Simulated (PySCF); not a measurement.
CH5FO2Si2, SMILES [SiH2](F)[SiH2]OC=O. Atoms are numbered in the order given.

```xyz
11

O      1.1295     1.1494     0.9153
C      1.8725     0.9300    -0.0075
O      1.6557     0.0222    -0.9581
Si     0.2521    -0.9974    -0.9082
Si    -1.5793     0.0934     0.0836
F     -1.5525    -0.1338     1.6963
H      2.8282     1.4688    -0.1763
H      0.0248    -1.3303    -2.3391
H      0.6260    -2.2291    -0.1596
H     -2.8341    -0.5450    -0.4162
H     -1.6078     1.5424    -0.2437
```

Geometry optimised at B3LYP-D3(BJ)/def2-SVP. The structure was generated by enumeration, and PubChem lists no compound with its InChIKey, so it may never have been made. Other conformers were not sampled.

The numbers are results of PBE/pcSseg-1 (PySCF), not measurements.

GIAO shieldings, no solvent; atoms listed in one row are averaged. δ = σ(ref) − σ: ¹⁷O against H2O (σ = 334.3 ppm); ¹³C against TMS (σ = 182.0 ppm); ²⁹Si against TMS (σ = 335.4 ppm); ¹⁹F against CFCl3 (σ = 133.6 ppm); ¹H against TMS (σ = 31.49 ppm), references at their B3LYP-D3(BJ)/def2-TZVP geometries, non-relativistic.

**Question.** Estimate the chemical shifts. (An estimate is asked for; the answer gives what the named calculation found.)

**Answer.** 
```csv
nucleus,atoms,count,δ (ppm)
¹⁷O,O1,1,464.8
¹⁷O,O3,1,214.5
¹³C,C2,1,165.7
²⁹Si,Si5,1,0.5
²⁹Si,Si4,1,-21.6
¹⁹F,F6,1,-287.4
¹H,H7,1,8.37
¹H,H11,1,6.11
¹H,H10,1,5.94
¹H,H9,1,5.59
¹H,H8,1,5.14
```
